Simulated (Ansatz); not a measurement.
```yaml
crystal:
  periodic: [false, false, false]
  atoms:
    - {symbol: C, position_ang: [-0.386309, 1.935528, -0.918841]}
    - {symbol: C, position_ang: [-0.047563, 0.979563, -0.265355]}
    - {symbol: B, position_ang: [0.399795, -0.207695, 0.584884]}
    - {symbol: N, position_ang: [0.008715, -1.496634, 0.250830]}
    - {symbol: H, position_ang: [-0.684229, 2.781136, -1.494425]}
    - {symbol: H, position_ang: [1.090831, -0.041395, 1.546605]}
    - {symbol: H, position_ang: [0.282191, -2.302698, 0.784939]}
    - {symbol: H, position_ang: [-0.571332, -1.704806, -0.544436]}
basis:
  gaussian: {orbitals: def2-TZVPPP}
total_charge: 1
magnetization: {spin_polarized: true, initial_magnetization: 1}
hamiltonian: {xc: {name: PBE}}
output: {forces: true}
```

```sh
$ ansatz run in.yaml --threads 2 --pin off --events-out ev --progress --plain --max-ram 4352MiB
```

Shortened log:

```
Error: <dir> can't be read: No such file or directory (os error 2)
```
